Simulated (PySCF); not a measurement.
## Excitation energy of Sr by level of theory

Sr [Kr] 5s2 (1S) → Sr [Kr] 5p2 (3P), as a difference of total energies. Computed with PySCF 2.14 in aug-cc-pwCVTZ-X2C (10s9p7d3f, 93 functions), with the spin-free X2C one-electron Hamiltonian (Gaussian nucleus). Correlated levels: valence and next inner shell: [Ar] 3d10 frozen. The calculations carry no spin-orbit coupling.

| method | excitation energy (eV) |
| --- | --- |
| UHF | 3.877 |
| MP2 (valence and next inner shell) | 4.703 |
| SCS-MP2 (valence and next inner shell) | 4.796 |
| CCSD (valence and next inner shell) | 4.516 |
| CCSD(T) (valence and next inner shell) | 4.503 |

**Question.** How much does correlation contribute at CCSD(T) (valence and next inner shell)?

**Answer.** 4.503 − (3.877) = 0.626 eV, measured against UHF.

Errors of the correlated levels include the incompleteness of this basis and the frozen core.

The coupled-cluster amplitudes are large for the upper state (T1 above 0.03 or a double amplitude above 0.15), so a single reference is strained.

For comparison: 4.405 eV (measured; NIST levels, between the centres of gravity of the two terms).
